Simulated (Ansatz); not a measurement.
Ansatz (a first-principles code) input:

Ansatz 0.2 input:
```yaml
crystal:
  periodic: [false, false, false]
  atoms:
    - {symbol: O, position_ang: [-0.58232713, 1.36116207, 0.80317244]}
    - {symbol: B, position_ang: [-0.44115710, 0.16052113, 0.17615184]}
    - {symbol: O, position_ang: [-1.57986589, -0.57983358, 0.05749157]}
    - {symbol: P, position_ang: [1.24612831, -0.53805007, -0.53959391]}
    - {symbol: H, position_ang: [0.23303149, 1.86272503, 0.87395719]}
    - {symbol: H, position_ang: [-1.46530740, -1.42385016, -0.38663548]}
    - {symbol: H, position_ang: [2.04368088, 0.57864269, -0.15948433]}
basis:
  gaussian:
    orbitals: STO-3G
hamiltonian:
  xc: {name: PBE0}
magnetization: {spin_polarized: true, initial_magnetization: 1}
```

**Question.** What final total energy does it print?

**Answer.** -511.92796 Eh (PBE0/STO-3G). The basis has 27 functions.

It need not be the lowest isomer of its formula.
